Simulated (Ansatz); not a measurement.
Consider the ligand exchange at the Al–C bond: `C[CH2][Al]([CH3])[SH]` + HCl → `[CH3][Al]([SH])[Cl]` + `CC`.

Isolated molecules relaxed with PBE0-D4/def2-TZVP in Ansatz; ΔE leaves out vibrations. CCSD(T)/CBS adds triple-zeta CCSD(T) − MP2 to the extrapolated MP2 energy (def2 sets, frozen cores). This one scheme is used for every species. Functionals use def2-TZVPP. One conformer a species, not always the lowest.

| level | ΔE (eV) |
| --- | --- |
| PBE0-D4 | -1.86 |
| r2SCAN | -1.93 |

**Question.** What does CCSD(T)/CBS give? (An estimate is asked.)

**Answer.** Ansatz gave: -1.87 eV. The listed levels differ from it by 0.01, -0.06 eV.

Largest T1 diagnostic among the species: 0.010.

Leaving LDA and LC-ωPBE aside and taking each functional with its dispersion term where it has one, the values, not all of them listed here, spread over 0.17 eV, from BHLYP-D4 to revPBE-D4. LDA lies +0.09 eV from PBE without D4. In def2-TZVPP, CCSD(T) changes the Hartree–Fock value by +0.27 eV (the triples alone add +0.03 eV) and MP2 by +0.22 eV.

CCSD(T)/CBS has its own doubt, a few kJ/mol and more with outer-core shells, so smaller differences from it don't rank the levels.
